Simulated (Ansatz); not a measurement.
This geometry of ClFSn + ClH (5 atoms, charge 0, multiplicity 1) is a first-order saddle point.

These are results of RKS BLYP-D4/def2-mTZVP (Ansatz 0.2.0), not measurements.

```xyz
5
Properties=species:S:1:pos:R:3
Sn 0.880 0.666 -0.845
F -0.065 -1.260 -0.635
H -0.020 -1.071 0.742
Cl 0.379 -0.255 1.864
Cl -1.175 1.920 -1.125
```

Which two structures does it join? (They come from a converged band through this point; their orientation in space is the band's.)

Bonds broken: H3–Cl4. Bonds formed: F2–H3. ClFSn + ClH becomes Cl2Sn + FH.

Initial state:

```xyz
5
Properties=species:S:1:pos:R:3
Sn 0.866 0.661 -0.978
F -0.029 -1.186 -0.806
H -0.032 -1.109 0.978
Cl 0.382 -0.317 1.978
Cl -1.186 1.950 -1.172
```

Final state:

```xyz
5
Properties=species:S:1:pos:R:3
Sn 0.946 0.826 -0.631
F -0.131 -1.544 -0.520
H -0.168 -1.394 0.440
Cl 0.512 0.153 1.772
Cl -1.160 1.959 -1.061
```

How far does it lie above each of them?

0.6 kcal/mol above the first and 7.9 kcal/mol above the second. This is the barrier of this one path; another mechanism may lie lower. The orbitals stay closed-shell, which can raise the energy where a bond breaks towards radicals; this wasn't checked here.

Time of the run: 71 s on 2 threads of Arm Neoverse V1, with other jobs on the host, peak memory 0.15 GiB.
